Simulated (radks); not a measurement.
Results of a calculation; reference values are marked as such.
Numerical settings for the thallium ion Tl3+, [Xe] 4f14 5d10. Code: a radial shooting solver on a logarithmic mesh with Libxc functionals. Model: Dirac Kohn-Sham, BLYP, spin-unpolarised, spherical densities, finite nucleus; Fermi nuclear charge, rms radius 5.4759 fm. The defaults (mesh step 0.008 in ln r, mesh end at 40 bohr or more with all orbitals vanishing there, Anderson mixing 0.5 over 9 steps, residual threshold near 1e-9 with the energy settled to 1e-9 hartree or 1e-11 of itself, here a cap of 80 iterations) give E = -20282.535 hartree and 5d5/2 at -43.231 eV in 15 iterations. Run on one thread of a shared host, so times are rough (Arm Neoverse V2): 0.14 s of CPU time, 0.14 s wall, 15 iterations on 2213 mesh points. Changes against that run (0 stands for a change within the tolerance of the run):

mesh step in ln r 0.03: iterations 15; converged yes; E (mhartree) +0.0108; e(5d5/2) (meV) 0; CPU (s) 0.05
mesh step in ln r 0.003: iterations 18; converged yes; E (mhartree) 0; e(5d5/2) (meV) 0; CPU (s) 0.41
mesh step in ln r 0.2: iterations 4; converged no; E (mhartree) diverged; CPU (s) 0.01
mesh end (bohr) 8: iterations 15; converged yes; E (mhartree) 0; e(5d5/2) (meV) +0.00826; CPU (s) 0.14
mesh end (bohr) 12: iterations 15; converged yes; E (mhartree) 0; e(5d5/2) (meV) 0; CPU (s) 0.14
residual threshold 0.01: iterations 10; converged yes; E (mhartree) 0; e(5d5/2) (meV) +0.113; CPU (s) 0.11
residual threshold 0.001: iterations 10; converged yes; E (mhartree) 0; e(5d5/2) (meV) +0.113; CPU (s) 0.11
mixing 0.2: iterations 19; converged yes; E (mhartree) 0; e(5d5/2) (meV) 0; CPU (s) 0.17
linear mixing, mixing 0.5: iterations 30; converged yes; E (mhartree) 0; e(5d5/2) (meV) 0; CPU (s) 0.23
linear mixing, mixing 0.8: iterations 80; converged no; E (mhartree) 0; e(5d5/2) (meV) +0.562; CPU (s) 0.75
mixing history 20: iterations 22; converged yes; E (mhartree) 0; e(5d5/2) (meV) 0; CPU (s) 0.18
iteration cap 3: iterations 3; converged no; E (mhartree) +171; e(5d5/2) (meV) -945; CPU (s) 0.04

No run marked as converged misses the energy by more than 1 mhartree. A mesh that ends early acts as a hard wall.
